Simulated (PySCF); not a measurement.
# Where the electron goes

Compound: C6H10NO (charge +1).
Atom-mapped SMILES: `[CH3:1][C@@H:2]([NH3+:3])[CH2:4][C:5]#[C:6][CH:7]=[O:8]` (hydrogens: H9, H10, H11 on C1; H12 on C2; H13, H14, H15 on N3; H16, H17 on C4; H18 on C7)

Cartesian coordinates in Å at the GFN2-xTB level; atoms count from 1:
```
atom  x, y, z in Å
C1    -1.4777   -1.2254    0.2689
C2    -1.3464    0.2421   -0.0975
N3    -0.6964    0.9567    1.0592
C4    -0.4580    0.4551   -1.3337
C5     0.9164    0.1591   -0.9902
C6     2.0354   -0.0633   -0.5997
C7     3.2846   -0.2889    0.0702
O8     3.3583   -0.2162    1.2681
H9    -0.5015   -1.6742    0.4389
H10   -2.0913   -1.3578    1.1567
H11   -1.9585   -1.7686   -0.5397
H12   -2.3330    0.6831   -0.2618
H13   -1.1256    0.6845    1.9519
H14   -0.7434    1.9780    0.9606
H15    0.3040    0.6731    1.0603
H16   -0.5203    1.4858   -1.6932
H17   -0.7905   -0.1945   -2.1446
H18    4.1350   -0.5223   -0.5860
```

Level of theory: PySCF, TDDFT PBE0/def2-SVPD, vertical, gas phase, core orbitals frozen in the response.

Frontier orbitals with the atoms that hold most of them (Löwdin shares over 4%, at most four atoms; ? is withheld):

```json
{"orbital": "LUMO+2", "ε (eV)": "-3.70", "atoms": "C5 24%, C6 22%, C7 7%, C4 7%"}
{"orbital": "LUMO+1", "ε (eV)": "-4.57", "atoms": "H14 19%, N3 17%, H13 16%, C2 8%"}
{"orbital": "LUMO", "ε (eV)": "-5.72", "atoms": "?"}
{"orbital": "HOMO", "ε (eV)": "?", "atoms": "O8 68%, C7 15%, H18 8%, C6 7%"}
{"orbital": "HOMO-1", "ε (eV)": "-12.54", "atoms": "?"}
{"orbital": "HOMO-2", "ε (eV)": "-12.78", "atoms": "C5 37%, C6 36%, C7 6%, C4 6%"}
{"orbital": "HOMO-3", "ε (eV)": "-15.26", "atoms": "C1 32%, C2 17%, H9 16%, H10 10%"}
```

Which atoms hold the LUMO, and with what shares?

C7 (bonded to C, O and H) 28%; O8 (bonded to C) 28%; C5 (bonded to 2 C) 17%; C6 (bonded to 2 C) 15%. By element: carbon 60% or more, oxygen 28%.

Which atoms hold the HOMO-1, and with what shares?

C6 (bonded to 2 C) 34%; C5 (bonded to 2 C) 32%; O8 (bonded to C) 15%; C4 (bonded to 2 C and 2 H) 6%. By element: carbon 73% or more, oxygen 15%.

What is the HOMO energy, and the HOMO–LUMO gap?

ε(HOMO) = -11.64 eV; the gap is 5.93 eV (0.2178 hartree).

How does S1 compare with the orbital gap of 5.93 eV?

S1 is at 3.74 eV (f = 0.0002), 2.19 eV below the gap, made of HOMO→LUMO (98%). 

One configuration dominates each of S1, S2, S3, S4 and S8. Which, and how do the shares of the two leading atoms of either orbital change from the occupied to the empty one?

- S1 (3.74 eV, f 0.0002), HOMO→LUMO (98%): O8 68% → 28%, C7 15% → 28%
- S2 (5.24 eV, f 0.0002), HOMO-2→LUMO (98%): C5 37% → 17%, C6 36% → 15%, C7 6% → 28%, O8 at most 6% → 28%
- S3 (5.81 eV, f 0.119), HOMO-1→LUMO (76%): C6 34% → 15%, C5 32% → 17%, C7 at most 7% → 28%, O8 15% → 28%
- S4 (6.22 eV, f 0.011), HOMO→LUMO+1 (94%): O8 68% → at most 8%, C7 15% → at most 8%, H14 at most 3% → 19%, N3 at most 3% → 17%
- S8 (7.27 eV, f 0.075), HOMO-2→LUMO+1 (93%): C5 37% → at most 8%, C6 36% → at most 8%, H14 at most 6% → 19%, N3 at most 6% → 17%

Löwdin shares depend on the basis, the more so with diffuse functions.

Hardware: one thread of an Arm Neoverse N1, shared host. Cost: 1.8 min, 1.0 GiB resident at most.

One conformer stands for the species.
